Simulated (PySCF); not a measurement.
## Electron correlation in O(3+) (oxygen, charge +3)

[He] 2s2 2p1, 2P determinant. All numbers are calculated (PySCF 2.14, the non-relativistic Hamiltonian (point nucleus), in aug-cc-pwCVTZ (7s6p4d2f, 59 functions)). Frozen: nothing; 5 electrons correlated.

MP2 pair energies summed by pair of shells (mhartree):

| pair | energy | share (%) |
| --- | --- | --- |
| 2s-2s | -38.70 | 34.8 |
| 1s-1s | -33.72 | 30.3 |
| 2s-2p | -25.90 | 23.3 |
| 1s-2s | -8.25 | 7.4 |
| 1s-2p | -4.79 | 4.3 |

Total MP2 correlation energy: -111.36 mhartree.

Same-spin part -8.36 and opposite-spin part -103.01 mhartree; SCS-MP2 scales them by 1/3 and 6/5 to -126.39 mhartree.
